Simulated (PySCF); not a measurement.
silicon monoxide (OSi), singlet, geometry from GFN2-xTB. Base run: TPSS/6-31G* run with PySCF.

The PySCF input:
```python
from pyscf import gto, scf, dft

mol = gto.Mole()
mol.atom = '''
    Si   -0.000000   -0.000000   -0.548582
    O     0.000000    0.000000    0.960019
'''
mol.basis = '6-31g*'
mol.charge = 0
mol.spin = 0
mol.verbose = 4
mol.build()

mf = dft.RKS(mol)
mf.xc = 'tpss'
mf.kernel()
```

Each row names what was changed in the base input (with any setting that the change needs).

| change | ΔE vs base (mEh) | fitting functions | dipole (D) |
|---|---|---|---|
| base | 0.000 | - | 2.31 |
| auxbasis = def2-universal-jfit | ? | ? | 2.31 |
| auxbasis = autoaux | -0.029 | 272 | 2.31 |
| auxbasis = even-tempered beta=1.6 | -0.003 | 444 | 2.31 |
| auxbasis = cc-pvdz-jkfit | -0.013 | 182 | 2.31 |
| auxbasis = cc-pvqz-jkfit | -0.011 | 254 | 2.31 |
| auxbasis = even-tempered beta=2.0 | -0.037 | 299 | 2.31 |
| auxbasis = default (with mf = mf.density_fit()) | -0.013 | 182 | 2.31 |
| auxbasis = def2-universal-jkfit | -0.034 | 205 | 2.31 |
| auxbasis = def2-tzvp-ri | ? | ? | 2.31 |

Fill in the missing entries.


- auxbasis = def2-universal-jfit, ΔE vs base (mEh): -0.109
- auxbasis = def2-universal-jfit, fitting functions: 100
- auxbasis = def2-tzvp-ri, ΔE vs base (mEh): -18.736
- auxbasis = def2-tzvp-ri, fitting functions: 189

A fitting set is made for a task (jfit for Coulomb, jkfit for Coulomb and exchange, ri for correlation) and for a family of orbital bases.
